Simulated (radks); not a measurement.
Q: Coulomb parameter of the 5d shell of the platinum ion Pt3+ in the model configuration [Xe] 4f14 5d6 6p1, as a second difference U = [E(n + 0.5) + E(n - 0.5) - 2 E(n)] / (0.5)^2 with all orbitals relaxed. "Bare": the charge of the atom changes with n. "Screened": the 6p shell takes up the change at fixed total charge, which measures U(5d,5d) + U(6p,6p) - 2 U(5d,6p). Method: scalar-relativistic Kohn-Sham, SCAN, spin-unpolarised, spherical densities, finite nucleus; meta-GGA in the generalised Kohn-Sham scheme; Fermi nuclear charge, rms radius 5.427 fm; computed with a radial shooting solver on a logarithmic mesh with Libxc functionals. Estimate both.

A: U(bare) = 13.613 eV, U(screened by 6p) = 2.147 eV, against the Slater integral F0(5d,5d) = 16.989 eV with frozen orbitals.
